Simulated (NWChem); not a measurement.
Species: C2H3BF2; SMILES B(C=C)(F)F

```xyz
8

B     -0.0215     0.5188     0.0000
F     -0.7359     1.6310     0.0000
F      1.2943     0.6589     0.0000
C     -0.6878    -0.8791     0.0000
C      0.0436    -2.0020     0.0000
H     -1.7810    -0.9533     0.0000
H     -0.4099    -2.9988     0.0000
H      1.1383    -1.9639     0.0000
```
Atoms are numbered in this order, from 1.

Program: NWChem. Pople sets run with spherical d functions. STO-3G and 3-21G are far too small for this property and stand as cheap habits. Geometry: optimised at PBE0/def2-SVP. Vertical excitations in the gas phase; the lowest state need not have the same character in each row.

| level | basis functions | lowest excitation, singlet (eV) | oscillator strength of that lowest state | lowest state with f > 0.02, singlet (eV) | oscillator strength of that bright state | orbital gap (eV) |
|---|---|---|---|---|---|---|
| PBE/3-21G, TDA | 51 | 6.28 | 0.004 | 7.45 | 0.408 | 5.15 |
| PBE/6-31G*, TDA | 76 | 6.28 | 0.003 | 7.27 | 0.409 | 5.02 |
| PBE/6-31+G*, TDA | 96 | 6.18 | 0.001 | 6.96 | 0.440 | 4.93 |
| PBE/def2-SVP, TDA | 85 | 6.16 | 0.003 | 7.20 | 0.425 | 4.99 |
| PBE/def2-SVPD, TDA | 130 | 6.11 | 0.001 | 7.01 | 0.435 | 4.93 |
| PBE/aug-cc-pVDZ, TDA | 142 | 6.09 | 0.001 | 7.00 | [?] | 4.90 |

What belongs in the gaps?


- PBE/aug-cc-pVDZ, TDA, oscillator strength of that bright state: 0.051
